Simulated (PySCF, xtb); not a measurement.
Ga(H)(Cl)(Et) (C₂H₆ClGa), SMILES C[CH2][GaH][Cl]. Other conformers were not sampled.

Harmonic wavenumbers (cm⁻¹) from GFN2-xTB (xtb) at its own minimum, in rising order: 37, 70, 160, 192, 332, 368, 469, 556, 614, 913, 973, 1040, 1188, 1204, 1405, 1443, 1485, 1486, 1530, 2882, 2897, 2982, 2989, 3001.

### Question
What does PBE-D3(BJ)/def2-SVP in PySCF give at its own minimum? (The exact figures need the calculation; the answer reports its results.)

### Answer
23, 91, 193, 240, 383, 397, 527, 609, 624, 910, 938, 1027, 1168, 1195, 1348, 1375, 1421, 1428, 1914, 2961, 2975, 3021, 3039, 3053. Paired by order, the mean absolute difference is 55 cm⁻¹ and the zero-point energies are 43.2 and 44.1 kcal/mol.
